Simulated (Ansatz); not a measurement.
The cluster Al2B3. Charge 0, multiplicity 2. Geometry PBE0-D4/def2-SVP; atoms count from 1.

```xyz
5

B     1.3631   -0.2689   -1.1238
B     0.1978   -0.6966   -0.2071
B     0.6860    0.9758   -0.4912
Al   -0.8618    1.2523    0.7830
Al   -1.3850   -1.2625    1.0391
```

The charge 0 doublet is spin-contaminated (final ⟨S²⟩ up to 0.87, 0.75 for a pure state). The structure comes from a short search, and lower isomers may exist.

(1) Estimate the Mulliken populations from the PBE0/def2-TZVP orbitals of Ansatz.

(2) Where does the spin sit?

(3) And the Mayer bond orders between bonded heavy atoms (over 0.3)?

Results:

(1) 
```json
{"atom": "B1", "charge (e)": "-0.15", "spin (α − β)": "0.45"}
{"atom": "B2", "charge (e)": "-0.03", "spin (α − β)": "0.01"}
{"atom": "B3", "charge (e)": "-0.10", "spin (α − β)": "-0.09"}
{"atom": "Al4", "charge (e)": "0.08", "spin (α − β)": "-0.04"}
{"atom": "Al5", "charge (e)": "0.20", "spin (α − β)": "0.67"}
```
Mulliken values and Mayer orders depend strongly on the basis.

(2) Summed by element: B 0.37, Al 0.63, of 1 unpaired in all. Largest on single atoms: Al5 0.67, B1 0.45, B3 -0.09.

(3) B1–B2 1.50 (1.54 Å); B1–B3 1.43 (1.55 Å); B2–B3 0.78 (1.77 Å); B2–Al4 0.40 (2.43 Å); B2–Al5 0.69 (2.09 Å); B3–Al4 0.88 (2.02 Å); Al4–Al5 0.78 (2.58 Å). Values over 0.3 also appear between atoms too far apart for a bond (B1–Al4 0.31 at 3.30 Å); they arise where an orbital or an unpaired electron spreads over both atoms.
